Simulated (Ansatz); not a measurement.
Consider the substitution at a C–S bond: `C[S][Hf]([OH])([F])[Cl]` + `[OH][Mo]([F])(=[S])([Cl])[Cl]` → `C[O][Mo]([F])(=[S])([Cl])[Cl]` + `[OH][Hf]([F])([SH])[Cl]`.

Isolated molecules relaxed with PBE0-D4/def2-TZVP in Ansatz; ΔE leaves out vibrations. CCSD(T)/CBS adds triple-zeta CCSD(T) − MP2 to the extrapolated MP2 energy (def2 sets, frozen cores). Elements past krypton have def2 core potentials. For Hf, Mo outer-core shells are correlated without core-valence functions, which leaves a few kJ/mol of doubt a bond. One conformer a species, not always the lowest.

```json
{"species": "`C[S][Hf]([OH])([F])[Cl]`", "CCSD(T)/CBS(def2) energy (Eh)": "-1121.15443"}
{"species": "`[OH][Mo]([F])(=[S])([Cl])[Cl]`", "CCSD(T)/CBS(def2) energy (Eh)": "-1561.20527"}
{"species": "`C[O][Mo]([F])(=[S])([Cl])[Cl]`", "CCSD(T)/CBS(def2) energy (Eh)": "-1600.45810"}
{"species": "`[OH][Hf]([F])([SH])[Cl]`", "CCSD(T)/CBS(def2) energy (Eh)": "-1081.90201"}
```

**Question.** Work out ΔE.

**Answer.** ΔE = (-1600.45810) + (-1081.90201) − (-1121.15443) − (-1561.20527) = -0.00041 Eh = -0.01 eV.

Largest T1 diagnostic among the species: 0.024, so the coupled-cluster value is less sure than usual.
